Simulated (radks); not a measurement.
Results of a calculation; reference values are marked as such.
Problem. Species: the selenium ion Se+. Configuration: [Ar] 3d10 4s2 4p3. Code: a radial shooting solver on a logarithmic mesh with Libxc functionals. Model: non-relativistic Kohn-Sham, TASK exchange with Perdew-Wang LDA correlation, spin-unpolarised, spherical densities, point nucleus; meta-GGA in the generalised Kohn-Sham scheme. Some entries of the table are withheld. Estimate them.

orbital  occ.  eigenvalue (hartree)  <1/r> (bohr^-1)  <r> (bohr)
1s          2             -453.6933            33.47     0.04506
2s          2             -58.37853            7.408      0.2003
2p          6             -52.42739            7.376      0.1730
3s          2                   (1)            2.428      0.5859
3p          6                   (2)            2.313      0.5945
3d         10              -2.46760              (3)      0.6252
4s          2                   (4)           0.7347       1.799
4p          3              -0.58484           0.6220       2.095

Solution. 
(1) 3s eigenvalue (hartree): -8.22741
(2) 3p eigenvalue (hartree): -6.15507
(3) 3d <1/r> (bohr^-1): 2.042
(4) 4s eigenvalue (hartree): -1.01793
